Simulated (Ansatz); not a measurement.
BH2O2 (SMILES O[B]O) moved off its minimum; all values from Ansatz (a quantum-chemistry and plane-wave program), cores frozen in correlated methods. Open shells are unrestricted.
(charge 0, multiplicity 2)
```xyz
5

O      1.14282     0.12015    -0.35023
B     -0.10473    -0.52505    -0.12218
O     -1.16269     0.01619     0.34474
H      1.22023     1.03572    -0.02468
H     -1.11357     0.84206     0.73889
```

Forces at HF/def2-TZVPP (eV/Å):

```tsv
atom	Fx	Fy	Fz
O1	-1.838	0.372	1.106
B2	4.751	-0.063	-1.865
O3	-2.695	-0.283	0.771
H4	-0.230	-1.618	-0.612
H5	0.012	1.592	0.600
```

### Question
Give the forces (eV/Å), the total energy and the dipole at CCSD(T)/cc-pVTZ.

### Answer

```
atom      Fx      Fy      Fz
----  ------  ------  ------
O1    -1.175  -0.721   0.438
B2     4.814  -0.198  -1.869
O3    -3.516  -1.223   0.493
H4    -0.286  -0.479  -0.146
H5     0.162   2.620   1.084
```
Energy -176.2592 hartree, dipole 3.21 D.
